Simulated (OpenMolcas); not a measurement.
## neutral tellurium: effect of the level shift or regulariser

```yaml
Program: OpenMolcas 26.06
Basis: ANO-R1 [6s5p3d1f]
Scalar_Hamiltonian: X2C, finite nucleus
Active_space: 4 electrons in 3 orbitals (5p)
State_averaging: 2S+1 = 3 even, 3 roots; 2S+1 = 1 even, 6 roots
Spin-orbit_coupling: RASSI with atomic mean-field integrals over the reference wave functions, term energies averaged over their components
```

Methods on the same reference wave functions:
A. CASSCF
B. SS-CASPT2, IPEA 0.25 Eh, imaginary shift 0.1 Eh (closed shells correlated: 4d 5s)
C. SS-CASPT2, IPEA 0.25 Eh, real shift 0.2 Eh (closed shells correlated: 4d 5s)

Energies in cm⁻¹ above 5s² 5p⁴ ³P₂, the measured ground level; measured values from NIST Handbook of Basic Atomic Spectroscopic Data.

```
      Level      A      B      C  Measured
5s² 5p⁴ ³P₂    0.0    0.0    0.0       0.0
5s² 5p⁴ ³P₁   4017   4050   4050      4751
5s² 5p⁴ ³P₀   4646   4530   4530      4706
5s² 5p⁴ ¹D₂  12406  11730  11750     10558
5s² 5p⁴ ¹S₀  27422  24870  24940     23198
```

Deviations, from unrounded energies. A percentage is the sum of absolute deviations over the sum of measured energies, with the sign that they share, or ± where signs differ.

```
                        Against measurement  Levels      A     B     C
             mean absolute deviation (cm-1)       4   1700   930   950
      fine structure of the ground term (%)       2   -8.4  -9.3  -9.3
other terms of the ground configuration (%)       2  +18.0  +8.4  +8.7
```

B, C lie about equally close to measurement and A furthest from it. The largest miss of B in the table is 5s² 5p⁴ ¹S₀, by +1700 cm-1. The ranking rests on the paired levels alone, and a cruder setting can come out closer through cancelling errors.

Between B and C the level of the table that moves most is 5s² 5p⁴ ¹S₀, by 68 cm-1 (lowest in B, highest in C). Moves below CASPT2's spread within the term are not significant.

The mean deviations of B to C differ by less than CASPT2's widest spread within a term (93 cm-1), so their order carries little weight.

From A to B the spin-free energies of the other terms of 5s² 5p⁴ shown, above ³P, scale by factors of 0.89 to 0.92.

The lowest spin-free term lies below A's lowest term by 0.408 hartree in B, 0.408 hartree in C.

CASPT2 does not keep the components of a term degenerate, so their means are used; among the terms shown or strongly mixed into the levels shown the widest spread is 93 cm-1 (5s² 5p⁴ ¹D, B). With the s shell closed, the reference lacks s² → p² mixing. Measured partners are found by configuration, term and J. A level has none where our copy of the source lacks it or the pairing is in doubt (some pairs that miss far off the trend of their configuration count as doubtful), and it then counts in no deviation. Levels of configurations outside the active space are missing.
